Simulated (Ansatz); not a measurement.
Born–Oppenheimer molecular dynamics of C$_{4}$H$_{7}$Al (12 atoms, charge 0, multiplicity 1). It starts from a relaxed structure.

All numbers below come from UKS PBE-D4/STO-3G (Ansatz 0.2.0).

```
ensemble        : NVT, Langevin thermostat
time step       : 1 fs
steps asked     : 136
set temperature : 1500 K
friction        : 0.05 /fs
seed            : 453993
```

First frame:

```xyz
12
Properties=species:S:1:pos:R:3
C 0.085 1.619 1.232
C 0.613 1.001 0.149
C 0.155 -0.310 -0.410
C 0.805 -0.783 -1.510
Al -1.279 -1.343 0.337
H -0.753 1.183 1.800
H 0.470 2.586 1.593
H 1.456 1.494 -0.379
H 1.641 -0.243 -1.994
H 0.535 -1.742 -1.988
H -2.049 -0.867 1.548
H -1.603 -2.653 -0.344
```

Problem. How far do the bonds stretch over the last three quarters of this one trajectory? (Pairs bonded in most of those frames.)

Solution. 
```json
{"bond": "C1–C2", "mean (Å)": "1.358", "spread (Å)": "0.045", "shortest": "1.27", "longest": "1.46"}
{"bond": "C1–H6", "mean (Å)": "1.117", "spread (Å)": "0.052", "shortest": "1.01", "longest": "1.28"}
{"bond": "C1–H7", "mean (Å)": "1.133", "spread (Å)": "0.085", "shortest": "0.98", "longest": "1.31"}
{"bond": "C2–C3", "mean (Å)": "1.475", "spread (Å)": "0.051", "shortest": "1.37", "longest": "1.59"}
{"bond": "C2–H8", "mean (Å)": "1.118", "spread (Å)": "0.026", "shortest": "1.07", "longest": "1.18"}
{"bond": "C3–C4", "mean (Å)": "1.372", "spread (Å)": "0.032", "shortest": "1.30", "longest": "1.43"}
{"bond": "C3–Al5", "mean (Å)": "1.938", "spread (Å)": "0.082", "shortest": "1.82", "longest": "2.12"}
{"bond": "C4–H9", "mean (Å)": "1.119", "spread (Å)": "0.051", "shortest": "1.01", "longest": "1.21"}
{"bond": "C4–H10", "mean (Å)": "1.117", "spread (Å)": "0.049", "shortest": "1.02", "longest": "1.24"}
{"bond": "Al5–H11", "mean (Å)": "1.524", "spread (Å)": "0.045", "shortest": "1.43", "longest": "1.63"}
{"bond": "Al5–H12", "mean (Å)": "1.535", "spread (Å)": "0.086", "shortest": "1.38", "longest": "1.72"}
```

Mean temperature of the second half: 1218 K. The mean temperature of the second half is 19 % below the set value. A run of 0.14 ps of so small a system gives no equilibrium averages. Limits of this set-up: minimal basis.

The run took 21 min on 1 thread of AMD EPYC (Zen 3), with other jobs on the host, peak memory 0.13 GiB.
